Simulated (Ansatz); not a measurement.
```yaml
crystal:
  periodic: [false, false, false]
  atoms:
    - {symbol: C, position_ang: [-0.235897, -1.406526, 1.038565]}
    - {symbol: O, position_ang: [0.418748, -0.317587, 0.704786]}
    - {symbol: W, position_ang: [-0.057502, 0.935552, -0.769899]}
    - {symbol: O, position_ang: [-0.593416, 0.083481, -2.139582]}
    - {symbol: O, position_ang: [-1.416403, 1.770634, -0.227524]}
    - {symbol: O, position_ang: [1.409328, 1.971073, -1.050776]}
    - {symbol: H, position_ang: [-0.980604, -1.329538, 1.750733]}
    - {symbol: H, position_ang: [-0.549446, -2.309167, 0.522180]}
    - {symbol: H, position_ang: [0.448948, -2.074558, 1.731667]}
    - {symbol: H, position_ang: [1.502634, 2.604274, -1.584840]}
basis:
  gaussian: {orbitals: "6-311G**", nuclear_model: gaussian}
hamiltonian: {xc: {name: PBE}, dispersion: d3bjatm}
output: {forces: true}
```

```sh
$ ansatz run in.yaml --threads 8 --pin off --events-out ev --progress --plain --max-ram 18278MiB
```

Question: How does Ansatz answer? (Estimate.)

Answer: The calculation gave: The program refused the input.
```
Error: <dir> can't be read: No such file or directory (os error 2)
```
